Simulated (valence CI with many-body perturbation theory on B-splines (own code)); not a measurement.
**Which ion has this spectrum?**

A relativistic CI+MBPT calculation for an atom or ion with 15 electrons gives these levels (cm⁻¹):

```csv
J,Parity,E,g
3/2,odd,0.0,2.00
3/2,odd,29784,0.82
5/2,odd,30461,1.20
1/2,odd,49694,0.67
3/2,odd,50606,1.32
5/2,even,174997,1.60
3/2,even,177709,1.73
1/2,even,179135,2.67
3/2,even,217123,0.80
5/2,even,217427,1.20
3/2,even,250504,1.33
1/2,even,253082,0.74
1/2,even,262181,1.92
3/2,even,276696,0.41
```

The energies are calculated, with errors of perhaps 100 cm⁻¹, more in some levels.

(1) Which is it?
A. Sc6+
B. K4+
C. Cr9+
D. Ar3+

Answers

(1) A. Sc6+, ground level 3s²3p³ ⁴S°_3/2.
